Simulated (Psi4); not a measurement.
The Psi4 input:
```
memory 2 GB

molecule {
0 1
O    -0.33364030   -0.71151945    1.64266042
Si   -0.26949225   -0.12183502    0.14370161
F    -1.72136459   -0.34755819   -0.50582649
S     1.23192561   -1.27712598   -0.82584637
S     0.04745296    1.98484783    0.00982147
H    -0.97854403   -0.41873312    2.28383970
H     1.08469920   -2.32373272   -0.02964656
H     1.35808261    1.94478593    0.20153795
}

set {
  basis cc-pvdz
  freeze_core true
}

energy('mp3')
print_variables()
```

**Question.** What is the computed nuclear repulsion energy (MP3/cc-pVDZ (Psi4))?

**Answer.** 378.9994 Eh

**Question.** Predict the number of basis functions from MP3/cc-pVDZ.

**Answer.** 97

**Question.** What is the computed total energy (MP3/cc-pVDZ)?

**Answer.** -1260.9830 Eh

**Question.** What MP2 correlation energy does MP3/cc-pVDZ give?

**Answer.** -0.7280 Eh
